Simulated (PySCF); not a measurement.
Magnetic susceptibility: SMILES O=C(Cl)/C=C(/F)Cl, C₃HCl₂FO

Geometry:
```tsv
atom	x (Å)	y (Å)	z (Å)
O1	1.643	1.056	-0.342
C2	1.156	-0.025	-0.432
Cl3	2.088	-1.367	-1.104
C4	-0.177	-0.458	-0.053
C5	-1.083	0.371	0.485
F6	-2.287	-0.089	0.811
Cl7	-0.884	2.013	0.822
H8	-0.446	-1.491	-0.211
```

Theory: PySCF, GIAO PBE/pcSseg-1 magnetisability, rotational g tensor and spin-rotation constants, non-relativistic, gas phase. Geometry: GFN2-xTB.

Q: What are the magnetisability and the molar susceptibility?

A: Isotropic -1030 × 10⁻³⁰ J/T², or -62.0 × 10⁻⁶ cm³/mol; principal values -1104, -1073, -913 × 10⁻³⁰ J/T², anisotropy 177 × 10⁻³⁰ J/T² (root of half the summed squared differences of the principal values). The susceptibility is in cgs units.

Q: Split it along the inertial axes a, b, c into diamagnetic and paramagnetic parts about the centre of mass, with the quadrupole moment.

A: 
```csv
axis,χ (10⁻⁶ cm³/mol),diamagnetic (10⁻⁶ cm³/mol),paramagnetic (10⁻⁶ cm³/mol),summed x² of all electrons (Å²),quadrupole Θ (D Å)
a,-64.4,-373.9,309.5,266.3,-1.81
b,-55.2,-1175.6,1120.4,77.3,-0.17
c,-66.5,-1457.9,1391.5,10.8,+1.98
```
Anisotropies 2χaa − χbb − χcc = -7.1 and 2χbb − χaa − χcc = +20.4 × 10⁻⁶ cm³/mol. Θ is traceless in Buckingham's convention.

Q: And the rotational g tensor?

A: 
| axis | rotational constant (GHz) | g | nuclear part | electronic part |
| --- | --- | --- | --- | --- |
| a | 3.8055 | -0.0509 | 0.5024 | -0.5534 |
| b | 0.9625 | -0.0175 | 0.4892 | -0.5067 |
| c | 0.7682 | -0.0103 | 0.4919 | -0.5022 |

Asymmetric top; isotopes 12C, 35Cl, 19F, 1H, 16O; no vibrational averaging.
